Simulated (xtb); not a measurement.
A run for xtb: GFN1-xTB on CH3ISi (SMILES C[Si]I), a point of a torsion scan.

```
$ xtb mol.xyz --gfn 1 --sp --chrg 0 --uhf 0
6

C     -0.65279246    -0.01723157    -0.01528567
Si     0.80059473     1.22687969     0.03693866
I      2.72652079    -0.38843924    -0.17795194
H     -0.78196389    -0.48341463     0.96187317
H     -1.58864881     0.48729878    -0.25263017
H     -0.50931740    -0.81175246    -0.74655196
```

It printed:

```
[...]
           -------------------------------------------------
          |                Calculation Setup                |
           -------------------------------------------------



           -------------------------------------------------
          |                 G F N 1 - x T B                 |
           -------------------------------------------------

        Reference                      10.1021/acs.jctc.7b00118
      * Hamiltonian:
        H0-scaling (s, p, d)           1.850000    2.250000    2.000000
        zeta-weighting                 0.000000
      * Dispersion:
        s8                             2.400000
        a1                             0.630000
        a2                             5.000000
        s9                             0.000000
      * Repulsion:
        kExp                           1.500000
        rExp                           1.000000
      * Coulomb:
        alpha                          2.000000
        third order                    atomic
        anisotropic                    false
      * Halogen bond correction:
        rad-scale                      1.300000
        damping                        0.440000


          ...................................................
          :                      SETUP                      :
          :.................................................:
          :  # basis functions                  30          :
          :  # atomic orbitals                  28          :
          :  # shells                           14          :
          :  # electrons                        18          :
          :  # halogen bonds                     0          :
          :  max. iterations                   250          :
          :  Hamiltonian                  GFN1-xTB          :
          :  restarted?                      false          :
          :  GBSA solvation                  false          :
          :  PC potential                    false          :
          :  electronic temp.          300.0000000     K    :
          :  accuracy                    1.0000000          :
          :  -> integral cutoff          0.2500000E+02      :
          :  -> integral neglect         0.1000000E-07      :
          :  -> SCF convergence          0.1000000E-05 Eh   :
          :  -> wf. convergence          0.2000000E-04 e    :
          :  Broyden damping             0.4000000          :
          :  net charge                          0          :
          :  unpaired electrons                  0          :
          ...................................................

 iter      E             dE          RMSdq      gap      omega  full diag
   1     -9.4083338 -0.940833E+01  0.780E+00    1.91       0.0  T
   2     -9.5198976 -0.111564E+00  0.502E+00    2.72       1.0  T
   3     -9.5752558 -0.553582E-01  0.275E+00    2.66       1.0  T
   4     -9.5686772  0.657856E-02  0.973E-01    2.50       1.0  T
   5     -9.5753914 -0.671413E-02  0.110E-01    2.60       1.0  T
   6     -9.5754029 -0.115594E-04  0.359E-02    2.60       1.1  T
   7     -9.5754031 -0.163366E-06  0.715E-03    2.60       5.7  T
   8     -9.5754033 -0.203186E-06  0.384E-03    2.60      10.6  T
   9     -9.5754034 -0.737251E-07  0.125E-03    2.60      32.6  T
  10     -9.5754034 -0.772694E-08  0.457E-04    2.60      89.3  T
  11     -9.5754034 -0.123481E-08  0.286E-06    2.60   14270.3  T
  12     -9.5754034 -0.159872E-13  0.207E-06    2.60   19757.2  T

   *** convergence criteria satisfied after 12 iterations ***

         #    Occupation            Energy/Eh            Energy/eV
      -------------------------------------------------------------
         1        2.0000           -0.8448971             -22.9908
       ...           ...                  ...                  ...
         3        2.0000           -0.5318542             -14.4725
         4        2.0000           -0.4910308             -13.3616
         5        2.0000           -0.4899399             -13.3319
         6        2.0000           -0.4197300             -11.4214
         7        2.0000           -0.4018921             -10.9360
         8        2.0000           -0.3956799             -10.7670
         9        2.0000           -0.3502245              -9.5301 (HOMO)
        10                         -0.2546461              -6.9293 (LUMO)
        11                         -0.1895988              -5.1592
        12                         -0.1530611              -4.1650
        13                         -0.0840620              -2.2874
        14                         -0.0711328              -1.9356
       ...                                ...                  ...
        28                          0.7590481              20.6547
      -------------------------------------------------------------
                  HL-Gap            0.0955784 Eh            2.6008 eV
             Fermi-level           -0.3024353 Eh           -8.2297 eV

 SCC (total)                   0 d,  0 h,  0 min,  0.009 sec
 SCC setup                      ...        0 min,  0.000 sec (  1.020%)
 Dispersion                     ...        0 min,  0.000 sec (  0.438%)
 classical contributions        ...        0 min,  0.000 sec (  0.176%)
 integral evaluation            ...        0 min,  0.004 sec ( 39.123%)
 iterations                     ...        0 min,  0.002 sec ( 26.170%)
 molecular gradient             ...        0 min,  0.003 sec ( 30.918%)
 printout                       ...        0 min,  0.000 sec (  1.960%)

         :::::::::::::::::::::::::::::::::::::::::::::::::::::
         ::                     SUMMARY                     ::
         :::::::::::::::::::::::::::::::::::::::::::::::::::::
         :: total energy              -9.507433862191 Eh    ::
         :: gradient norm              0.022955729687 Eh/a0 ::
         :: HOMO-LUMO gap              2.600821996847 eV    ::
         ::.................................................::
         :: SCC energy                -9.575403383126 Eh    ::
         :: -> electrostatic           0.004297715647 Eh    ::
         :: repulsion energy           0.070042916582 Eh    ::
         :: dispersion energy         -0.002073395648 Eh    ::
         :: halogen bond corr.         0.000000000000 Eh    ::
         :: add. restraining           0.000000000000 Eh    ::
         :: total charge              -0.000000000000 e     ::
         :::::::::::::::::::::::::::::::::::::::::::::::::::::

           -------------------------------------------------
          |                Property Printout                |
           -------------------------------------------------

    * Orbital Energies and Occupations

         #    Occupation            Energy/Eh            Energy/eV
      -------------------------------------------------------------
         1        2.0000           -0.8448971             -22.9908
         2        2.0000           -0.6001702             -16.3315
         3        2.0000           -0.5318542             -14.4725
         4        2.0000           -0.4910308             -13.3616
         5        2.0000           -0.4899399             -13.3319
         6        2.0000           -0.4197300             -11.4214
         7        2.0000           -0.4018921             -10.9360
         8        2.0000           -0.3956799             -10.7670
         9        2.0000           -0.3502245              -9.5301 (HOMO)
        10                         -0.2546461              -6.9293 (LUMO)
        11                         -0.1895988              -5.1592
        12                         -0.1530611              -4.1650
        13                         -0.0840620              -2.2874
        14                         -0.0711328              -1.9356
Note: The following floating-point exceptions are signalling: IEEE_DENORMAL
normal termination of xtb
        15                         -0.0662972              -1.8040
        16                         -0.0612748              -1.6674
        17                         -0.0404443              -1.1005
        18                         -0.0304547              -0.8287
        19                         -0.0223100              -0.6071
        20                          0.0205540               0.5593
       ...                                ...                  ...
        28                          0.7590481              20.6547
      -------------------------------------------------------------
                  HL-Gap            0.0955784 Eh            2.6008 eV
             Fermi-level           -0.3024353 Eh           -8.2297 eV

  Mulliken/CM5 charges         n(s)   n(p)   n(d)
     1C    -0.21648 -0.32842   1.022  3.195  0.000
     2Si    0.20860  0.10403   1.746  1.587  0.459
     3I    -0.09360 -0.03952   1.986  5.094  0.013
     4H     0.03925  0.09352   0.961  0.000  0.000
     5H     0.02605  0.08011   0.974  0.000  0.000
     6H     0.03617  0.09027   0.964  0.000  0.000

Wiberg/Mayer (AO) data.
largest (>0.10) Wiberg bond orders for each atom

 ---------------------------------------------------------------------------
     #   Z sym  total        # sym  WBO       # sym  WBO       # sym  WBO
 ---------------------------------------------------------------------------
     1   6 C    3.932 --     2 Si   1.086     5 H    0.949     6 H    0.945
                             4 H    0.935
     2  14 Si   2.723 --     3 I    1.475     1 C    1.086
     3  53 I    1.513 --     2 Si   1.475
     4   1 H    1.006 --     1 C    0.935
     5   1 H    1.015 --     1 C    0.949
     6   1 H    1.011 --     1 C    0.945
 ---------------------------------------------------------------------------

Topologies differ in total number of bonds
Writing topology from bond orders to xtbtopo.mol

 dipole moment from electron density (au)
     X       Y       Z
  -0.6405   0.2886   0.0680  total (Debye):    1.794


           -------------------------------------------------
          | TOTAL ENERGY               -9.507433862191 Eh   |
          | GRADIENT NORM               0.022955729687 Eh/α |
          | HOMO-LUMO GAP               2.600821996847 eV   |
           -------------------------------------------------

------------------------------------------------------------------------
------------------------------------------------------------------------
 total:
 SCF:
```

The run finished.

Cost: around 0.03 core-seconds (rough).
